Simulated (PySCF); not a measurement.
How the method changes the constants of BeSn⁺

State: ²Π (doublet), unpaired electrons π ↑. Set-up: Be x2c-SVPall, Sn x2c-SVPall; spin-free X2C with a Gaussian nucleus (PySCF 2.14). De refers to Be + Sn⁺ in their high-spin ground configurations, without counterpoise correction. The functionals are run spin-unrestricted. A positive dipole points towards Sn; it is taken about the centre of mass and depends on that origin.

```tsv
Level	Re (Å)	ωe (cm⁻¹)	De (eV)	μ (D)
UHF	2.730	264	0.90	-6.31
UHF-MP2	2.624	307	1.14	n/a
UHF-SCS-MP2	2.667	285	1.02	n/a
UHF-CCSD	2.698	288	0.88	n/a
UHF-CCSD(T)	2.678	298	0.95	n/a
LDA	2.502	397	2.06	-5.54
PBE	2.552	364	1.69	-5.27
r²SCAN	2.535	375	1.69	-5.79
B3LYP	2.569	340	1.47	-5.57
PBE0	2.555	352	1.57	-5.67
M06	2.552	361	1.55	-5.65
LC-ωPBE	2.575	316	1.33	-6.15
```

The bond length runs from 2.502 Å (LDA) to 2.730 Å (UHF). De spans 0.88 eV (UHF-CCSD, coupled cluster) to 2.06 eV (LDA, local density). Correlation at CCSD(T) changes the Hartree–Fock bond energy by +0.05 eV; the triples alone change it by +0.07 eV.

Correlated steps freeze 18 core orbitals. Correlated levels converge slowly with the basis: in double zeta they bind strong bonds too weakly, by up to about 1 eV, and carry superposition errors of some tenths. Spin–orbit coupling is left out, which matters for elements this heavy, above all for dissociation energies. For an ion De counts to the pair picked by the measured ionisation energies or electron affinities, which need not be the lowest pair at this level. Counting both spins, an empty level lies below a filled one in some of these solutions, because spin and occupation are held. The state was picked by a PBE0 search and need not be the measured ground state.

The whole job (state search and all levels along the bond) took about 3 min on 1 thread of Arm Neoverse N1 (shared host), peak memory 0.54 GiB.
